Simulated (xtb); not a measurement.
xtb input (GFN1-xTB):

```bash
xtb mol.xyz --gfn 1 --sp --chrg 0 --uhf 0
```
mol.xyz:
```
14

Si    -0.01956336     0.09539492    -0.82632276
C      1.69561231    -0.26807529    -1.46723918
C     -1.27295667    -1.11573444    -1.49481579
C     -0.52045956     1.86072144    -1.16901404
Br     0.03369424    -0.16429991     1.42318643
H      2.42794854     0.41568342    -1.03550888
H      1.99738532    -1.28738280    -1.22192587
H      1.72328755    -0.15604887    -2.55460980
H     -0.99521053    -2.14190270    -1.24972568
H     -1.33692644    -1.02987677    -2.58303775
H     -2.26320082    -0.92384943    -1.07908745
H     -0.56119841     2.03846761    -2.24717793
H      0.19394032     2.56171011    -0.73486999
H     -1.50461318     2.07669716    -0.75064875
```

Output:

```
           -------------------------------------------------
          |                Calculation Setup                |
           -------------------------------------------------

           -------------------------------------------------
          |                 G F N 1 - x T B                 |
           -------------------------------------------------

        Reference                      10.1021/acs.jctc.7b00118
      * Hamiltonian:
        H0-scaling (s, p, d)           1.850000    2.250000    2.000000
        zeta-weighting                 0.000000
      * Dispersion:
        s8                             2.400000
        a1                             0.630000
        a2                             5.000000
        s9                             0.000000
      * Repulsion:
        kExp                           1.500000
        rExp                           1.000000
      * Coulomb:
        alpha                          2.000000
        third order                    atomic
        anisotropic                    false
      * Halogen bond correction:
        rad-scale                      1.300000
        damping                        0.440000

          ...................................................
          :                      SETUP                      :
          :.................................................:
          :  # basis functions                  50          :
          :  # atomic orbitals                  48          :
          :  # shells                           30          :
          :  # electrons                        32          :
          :  # halogen bonds                     0          :
          :  max. iterations                   250          :
          :  Hamiltonian                  GFN1-xTB          :
          :  restarted?                      false          :
          :  GBSA solvation                  false          :
          :  PC potential                    false          :
          :  electronic temp.          300.0000000     K    :
          :  accuracy                    1.0000000          :
          :  -> integral cutoff          0.2500000E+02      :
          :  -> integral neglect         0.1000000E-07      :
          :  -> SCF convergence          0.1000000E-05 Eh   :
          :  -> wf. convergence          0.2000000E-04 e    :
          :  Broyden damping             0.4000000          :
          :  net charge                          0          :
          :  unpaired electrons                  0          :
          ...................................................

 iter      E             dE          RMSdq      gap      omega  full diag
   1    -17.0676865 -0.170677E+02  0.796E+00    5.07       0.0  T
   2    -17.1407952 -0.731087E-01  0.476E+00    6.16       1.0  T
   3    -17.0703833  0.704119E-01  0.274E+00    5.89       1.0  T
   4    -17.1808922 -0.110509E+00  0.440E-01    6.83       1.0  T
   5    -17.1836658 -0.277361E-02  0.141E-01    6.81       1.0  T
   6    -17.1838789 -0.213146E-03  0.189E-02    6.81       1.4  T
   7    -17.1838762  0.273480E-05  0.190E-02    6.81       1.4  T
   8    -17.1838845 -0.833313E-05  0.326E-03    6.81       8.2  T
   9    -17.1838847 -0.206349E-06  0.728E-04    6.81      36.7  T
  10    -17.1838847 -0.968488E-08  0.152E-04    6.81     175.6  T
  11    -17.1838847 -0.445979E-09  0.242E-05    6.81    1104.3  T

   *** convergence criteria satisfied after 11 iterations ***

         #    Occupation            Energy/Eh            Energy/eV
      -------------------------------------------------------------
         1        2.0000           -0.6926156             -18.8470
       ...           ...                  ...                  ...
        10        2.0000           -0.5034770             -13.7003
        11        2.0000           -0.4959445             -13.4953
        12        2.0000           -0.4421650             -12.0319
        13        2.0000           -0.4406258             -11.9900
        14        2.0000           -0.4406258             -11.9900
        15        2.0000           -0.4212349             -11.4624
        16        2.0000           -0.4212349             -11.4624 (HOMO)
        17                         -0.1709355              -4.6514 (LUMO)
        18                         -0.1452692              -3.9530
        19                         -0.1452692              -3.9530
        20                         -0.1418332              -3.8595
        21                         -0.1045069              -2.8438
       ...                                ...                  ...
        48                          0.9757516              26.5516
      -------------------------------------------------------------
                  HL-Gap            0.2502994 Eh            6.8110 eV
             Fermi-level           -0.2960852 Eh           -8.0569 eV

 SCC (total)                   0 d,  0 h,  0 min,  0.031 sec
 SCC setup                      ...        0 min,  0.000 sec (  0.909%)
 Dispersion                     ...        0 min,  0.000 sec (  0.472%)
 classical contributions        ...        0 min,  0.000 sec (  0.188%)
 integral evaluation            ...        0 min,  0.008 sec ( 25.685%)
 iterations                     ...        0 min,  0.008 sec ( 26.290%)
 molecular gradient             ...        0 min,  0.014 sec ( 44.861%)
 printout                       ...        0 min,  0.000 sec (  1.465%)

         :::::::::::::::::::::::::::::::::::::::::::::::::::::
         ::                     SUMMARY                     ::
         :::::::::::::::::::::::::::::::::::::::::::::::::::::
         :: total energy             -16.986716232624 Eh    ::
         :: gradient norm              0.032188920464 Eh/a0 ::
         :: HOMO-LUMO gap              6.810992180293 eV    ::
         ::.................................................::
         :: SCC energy               -17.183884745443 Eh    ::
         :: -> electrostatic           0.004254642311 Eh    ::
         :: repulsion energy           0.203008239712 Eh    ::
         :: dispersion energy         -0.005839726892 Eh    ::
         :: halogen bond corr.         0.000000000000 Eh    ::
         :: add. restraining           0.000000000000 Eh    ::
         :: total charge               0.000000000000 e     ::
         :::::::::::::::::::::::::::::::::::::::::::::::::::::

           -------------------------------------------------
          |                Property Printout                |
           -------------------------------------------------

    * Orbital Energies and Occupations

         #    Occupation            Energy/Eh            Energy/eV
      -------------------------------------------------------------
         1        2.0000           -0.6926156             -18.8470
       ...           ...                  ...                  ...
         4        2.0000           -0.6080379             -16.5456
         5        2.0000           -0.5474684             -14.8974
         6        2.0000           -0.5147752             -14.0077
         7        2.0000           -0.5112393             -13.9115
         8        2.0000           -0.5112393             -13.9115
         9        2.0000           -0.5034770             -13.7003
        10        2.0000           -0.5034770             -13.7003
        11        2.0000           -0.4959445             -13.4953
        12        2.0000           -0.4421650             -12.0319
        13        2.0000           -0.4406258             -11.9900
        14        2.0000           -0.4406258             -11.9900
        15        2.0000           -0.4212349             -11.4624
        16        2.0000           -0.4212349             -11.4624 (HOMO)
        17                         -0.1709355              -4.6514 (LUMO)
        18                         -0.1452692              -3.9530
        19                         -0.1452692              -3.9530
        20                         -0.1418332              -3.8595
        21                         -0.1045069              -2.8438
        22                         -0.1045069              -2.8438
        23                         -0.0888077              -2.4166
        24                         -0.0888077              -2.4166
        25                         -0.0875499              -2.3824
        26                         -0.0595031              -1.6192
        27                         -0.0595031              -1.6192
       ...                                ...                  ...
        48                          0.9757516              26.5516
      -------------------------------------------------------------
                  HL-Gap            0.2502994 Eh            6.8110 eV
             Fermi-level           -0.2960852 Eh           -8.0569 eV

  Mulliken/CM5 charges         n(s)   n(p)   n(d)
     1Si    0.26924  0.04464   1.234  1.668  0.829
     2C    -0.19067 -0.29819   1.001  3.190  0.000
     3C    -0.19067 -0.29819   1.001  3.190  0.000
     4C    -0.19067 -0.29819   1.001  3.190  0.000
     5Br   -0.10358 -0.05078   1.915  5.204 -0.015
     6H     0.04615  0.10115   0.954  0.000  0.000
     7H     0.04615  0.10115   0.954  0.000  0.000
     8H     0.04316  0.09794   0.957  0.000  0.000
     9H     0.04615  0.10115   0.954  0.000  0.000
    10H     0.04316  0.09794   0.957  0.000  0.000
    11H     0.04615  0.10115   0.954  0.000  0.000
    12H     0.04316  0.09794   0.957  0.000  0.000
    13H     0.04615  0.10115   0.954  0.000  0.000
    14H     0.04615  0.10115   0.954  0.000  0.000

Wiberg/Mayer (AO) data.
largest (>0.10) Wiberg bond orders for each atom

 ---------------------------------------------------------------------------
     #   Z sym  total        # sym  WBO       # sym  WBO       # sym  WBO
 ---------------------------------------------------------------------------
     1  14 Si   4.764 --     5 Br   1.282     2 C    1.027     4 C    1.027
                             3 C    1.027
     2   6 C    3.951 --     1 Si   1.027     8 H    0.946     6 H    0.944
                             7 H    0.944
     3   6 C    3.951 --     1 Si   1.027    10 H    0.946     9 H    0.944
                            11 H    0.944
     4   6 C    3.951 --     1 Si   1.027    12 H    0.946    13 H    0.944
                            14 H    0.944
     5  35 Br   1.392 --     1 Si   1.282
     6   1 H    1.001 --     2 C    0.944
     7   1 H    1.001 --     2 C    0.944
     8   1 H    1.000 --     2 C    0.946
     9   1 H    1.001 --     3 C    0.944
    10   1 H    1.000 --     3 C    0.946
    11   1 H    1.001 --     3 C    0.944
    12   1 H    1.000 --     4 C    0.946
    13   1 H    1.001 --     4 C    0.944
    14   1 H    1.001 --     4 C    0.944
 ---------------------------------------------------------------------------

Topologies differ in total number of bonds
Writing topology from bond orders to xtbtopo.mol

 dipole moment from electron density (au)
     X       Y       Z
  -0.0257   0.1251  -1.0839  total (Debye):    2.774

           -------------------------------------------------
          | TOTAL ENERGY              -16.986716232624 Eh   |
          | GRADIENT NORM               0.032188920464 Eh/α |
          | HOMO-LUMO GAP               6.810992180293 eV   |
           -------------------------------------------------

------------------------------------------------------------------------
------------------------------------------------------------------------
 total:
 SCF:
Note: The following floating-point exceptions are signalling: IEEE_DENORMAL
normal termination of xtb
```
